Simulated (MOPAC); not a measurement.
MOPAC input (MNDO):

```
MNDO PRECISE GNORM=0.05 LET XYZ UHF MS=0.5 GEO-OK AUX(PRECISION=9) THREADS=1
C2H7BN

C     1.47250200 1   -0.39033400 1    0.14749700 1
B    -0.02295700 1    0.11241100 1   -0.06180800 1
C    -1.22045600 1   -0.70285400 1    0.59764200 1
N    -0.28744400 1    1.17334300 1   -0.90229800 1
H     1.57190100 1   -1.41553600 1   -0.22141200 1
H     2.22332500 1    0.22628300 1   -0.34509900 1
H     1.69376600 1   -0.42265400 1    1.21865700 1
H    -1.05117800 1   -0.78825100 1    1.67511500 1
H    -2.20365600 1   -0.26431600 1    0.43115000 1
H    -1.22842400 1   -1.72307900 1    0.20212000 1
H    -0.39111500 1    2.17122600 1   -0.80624100 1
```

From the output:

```
                                                       MOPAC v23.2.5 Linux

          FINAL HEAT OF FORMATION =         -6.97397 KCAL/MOL =     -29.17908 KJ/MOL

          COSMO AREA              =        108.93 SQUARE ANGSTROMS
          COSMO VOLUME            =         92.88 CUBIC ANGSTROMS

          GRADIENT NORM           =          0.03428          =       0.01034 PER ATOM
          IONIZATION POTENTIAL    =         10.732891 EV
          ALPHA SOMO LUMO (EV)    =        -10.733  0.920
          BETA  SOMO LUMO (EV)    =        -11.167  0.420
          NO. OF ALPHA ELECTRONS  =         12
          NO. OF BETA  ELECTRONS  =         11
          MOLECULAR WEIGHT        =         55.8940         POINT GROUP:  Cs

          MOLECULAR DIMENSIONS (Angstroms)

            Atom       Atom       Distance
            H     9    H     6     4.47838
            H    11    H     8     3.66594
            H     7    H    10     1.80849

          SCF CALCULATIONS        =         56

   ATOM   CHEMICAL          X               Y               Z
  NUMBER   SYMBOL      (ANGSTROMS)     (ANGSTROMS)     (ANGSTROMS)

     1       C          1.46793037  *  -0.35412748  *   0.17674220  *
     2       B         -0.01787377  *   0.09664026  *  -0.03969635  *
     3       C         -1.21499759  *  -0.66897332  *   0.62244222  *
     4       N         -0.29491382  *   1.08115844  *  -1.00672995  *
     5       H          1.64149951  *  -1.29224824  *  -0.39381850  *
     6       H          2.21883244  *   0.38988322  *  -0.15708279  *
     7       H          1.66000844  *  -0.56101289  *   1.24994452  *
     8       H         -0.97716427  *  -0.94576074  *   1.67012428  *
     9       H         -2.16176560  *  -0.09237412  *   0.63894924  *
    10       H         -1.39529423  *  -1.60461743  *   0.04951550  *
    11       H         -0.36335942  *   2.04315573  *  -0.77301852  *

                             CARTESIAN COORDINATES

   1    C        1.467930374    -0.354127484     0.176742204
   2    B       -0.017873767     0.096640261    -0.039696346
   3    C       -1.214997591    -0.668973325     0.622442219
   4    N       -0.294913823     1.081158444    -1.006729947
   5    H        1.641499508    -1.292248245    -0.393818502
   6    H        2.218832444     0.389883216    -0.157082789
   7    H        1.660008440    -0.561012886     1.249944521
   8    H       -0.977164274    -0.945760736     1.670124276
   9    H       -2.161765597    -0.092374124     0.638949238
  10    H       -1.395294232    -1.604617432     0.049515497
  11    H       -0.363359421     2.043155726    -0.773018524

           Empirical Formula: C2 H7 N B  =    11 atoms

      MOLECULAR POINT GROUP   :   Cs

          ALPHA EIGENVALUES
 -34.82799 -31.32578 -30.15072 -19.12273 -15.60305 -14.69062 -14.53553 -13.61382
 -13.60613 -13.11611 -11.88423 -10.73289   0.92028   2.54081   3.87995   4.24514
   4.27247   4.48398   5.12859   5.13998   5.73095   6.93995   7.28704

           BETA EIGENVALUES
 -33.95069 -30.03354 -29.91420 -18.84031 -15.44403 -14.60597 -13.92910 -13.59205
 -13.28953 -12.38407 -11.16740   0.41960   0.94296   2.82163   4.03143   4.28761
   4.33157   4.56357   5.20516   5.40525   5.86770   7.19285   7.64921

              NET ATOMIC CHARGES AND DIPOLE CONTRIBUTIONS

  ATOM NO.   TYPE          CHARGE      No. of ELECS.   s-Pop       p-Pop
    1          C           0.023841        3.9762     1.20980     2.76636
    2          B          -0.041603        3.0416     1.20428     1.83733
    3          C           0.023923        3.9761     1.20977     2.76631
    4          N          -0.190790        5.1908     1.67944     3.51135
    5          H           0.015892        0.9841     0.98411
    6          H          -0.006236        1.0062     1.00624
    7          H           0.002361        0.9976     0.99764
    8          H           0.001070        0.9989     0.99893
    9          H          -0.005928        1.0059     1.00593
   10          H           0.016836        0.9832     0.98316
   11          H           0.160634        0.8394     0.83937
 DIPOLE           X         Y         Z       TOTAL
 POINT-CHG.     0.043     0.200     0.409     0.457
 HYBRID         0.066     0.353     0.631     0.726
 SUM            0.109     0.553     1.040     1.183

          ATOMIC ORBITAL ELECTRON POPULATIONS

     Atom    s        px        py        pz
    1  C   1.20980   0.93645   0.91907   0.91084
    2  B   1.20428   0.81063   0.60126   0.42543
    3  C   1.20977   0.92633   0.92501   0.91497
    4  N   1.67944   1.04306   1.07241   1.39588
    5  H   0.98411
    6  H   1.00624
    7  H   0.99764
    8  H   0.99893
    9  H   1.00593
   10  H   0.98316
   11  H   0.83937

                    (SZ)    =    0.500000
                    (S**2)  =    0.757967

          ATOMIC ORBITAL SPIN POPULATIONS

    Atom   Total    s     px     py     pz
         Atomic
    1  C  0.0673  0.009  0.042  0.011  0.005
    2  B -0.1024 -0.017 -0.029 -0.033 -0.024
    3  C  0.0668  0.009  0.027  0.019  0.012
    4  N  1.0206  0.038  0.892  0.042  0.049
    5  H -0.0043 -0.004
    6  H -0.0045 -0.004
    7  H -0.0027 -0.003
    8  H -0.0027 -0.003
    9  H -0.0045 -0.004
   10  H -0.0043 -0.004
   11  H -0.0293 -0.029

 **********************
 *                    *
 * JOB ENDED NORMALLY *
 *                    *
 **********************

 == MOPAC DONE ==
```

The geometry given is a B3LYP-D3(BJ)/def2-TZVP minimum.
